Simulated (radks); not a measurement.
Values are calculated unless marked as measured or tabulated.
All-electron atom: the niobium ion Nb35+ in [He] 2s2 2p1 5s1 (not the ground configuration). Level of theory: scalar-relativistic Kohn-Sham, PBEsol, spin-polarised, spherical densities, point nucleus; open shells are filled with parallel spins first (spin-orbit coupling, left out, can overturn this in heavy ions) (a radial shooting solver on a logarithmic mesh with Libxc functionals).

Unscreened Slater integrals over Kohn-Sham orbitals (eV). They are taken over the spin-up orbitals.

| integral | value |
|---|---|
| F0(5s,5s) | 24.543 |
| F0(5s,2p) | 35.941 |
| G1(5s,2p) | 1.5317 |
| F0(5s,2s) | 35.504 |
| G0(5s,2s) | 1.1146 |
| F0(5s,1s) | 38.655 |
| G0(5s,1s) | 1.1324 |
| F0(2p,2p) | 194.25 |
| F2(2p,2p) | 93.160 |
| F0(2p,2s) | 176.46 |
| G1(2p,2s) | 98.674 |
| F0(2p,1s) | 261.99 |
| G1(2p,1s) | 51.648 |
| F0(2s,2s) | 165.44 |
| F0(2s,1s) | 232.03 |
| G0(2s,1s) | 23.640 |
| F0(1s,1s) | 712.50 |

Derived for the open shells (J is the average intra-shell exchange parameter used in DFT+U). 2p: J = F2/5 = 18.63 eV.
